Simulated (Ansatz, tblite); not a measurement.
Forces on (Cl)2Al-O-SiH3 (AlSiCl₂OH₃) at its r2SCAN-D4/def2-SVP geometry. The state is a singlet with charge 0.

The xTB rows come from tblite.

GFN1-xTB (tblite), largest force 1.52 eV/Å:

```xyz
8
positions Å, forces eV/Å
Al   -0.429    1.749    0.041   -0.282    1.175    0.025
Cl   -2.405    2.357    0.301    0.449   -0.215   -0.058
Cl    1.060    3.191   -0.177   -0.304   -0.395    0.046
O    -0.042    0.118    0.007    0.374   -1.478   -0.038
Si    0.362   -1.486   -0.034   -0.035    0.137    0.003
H    -0.457   -2.185   -1.067    0.293    0.338    0.400
H     1.807   -1.640   -0.371   -0.574    0.134    0.132
H     0.103   -2.103    1.299    0.079    0.305   -0.509
```

GFN2-xTB (tblite), largest force 0.91 eV/Å:

```
Al -0.186 0.746 0.018
Cl 0.843 -0.334 -0.110
Cl -0.599 -0.681 0.089
O 0.110 -0.403 -0.014
Si 0.104 -0.406 -0.011
H 0.169 0.418 0.292
H -0.455 0.263 0.099
H 0.014 0.397 -0.363
```

r2SCAN-D4/def2-TZVP (Ansatz), largest force 0.54 eV/Å:

```
Al 0.074 -0.305 -0.006
Cl 0.166 -0.057 -0.022
Cl -0.122 -0.127 0.018
O 0.066 -0.266 -0.007
Si -0.124 0.524 0.010
H 0.070 0.098 0.101
H -0.146 0.042 0.034
H 0.016 0.091 -0.128
```
